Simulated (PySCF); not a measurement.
CHNO, SMILES C(=O)=N (connectivity only; charge and spin as stated), charge -1, multiplicity 2. Geometry optimised at B3LYP-D3(BJ)/def2-TZVPD. The spin state was assumed, not searched.

Level of theory: B3LYP-D3(BJ)/def2-TZVPD (PySCF 2.14.0).

Harmonic wavenumbers (cm⁻¹): 610, 666, 1144, 1193, 1728, 3497. Rotational constants (GHz): 219.3, 11.39, 10.83; symmetry number 1.

Task: Work out the zero-point energy and the ideal-gas rigid-rotor harmonic-oscillator thermochemistry at 298.15 K and 1 atm.

Result: ZPE = ½ Σ hcν = ½ × 8839 cm⁻¹ = 12.64 kcal/mol. H − E(el) = 15.21 kcal/mol. Entropy in cal/(mol K): translation 37.20, rotation 20.01, vibration 0.88, spin 1.38, total 59.47. G − E(el) = -2.52 kcal/mol. Cp = 10.34 cal/(mol K).
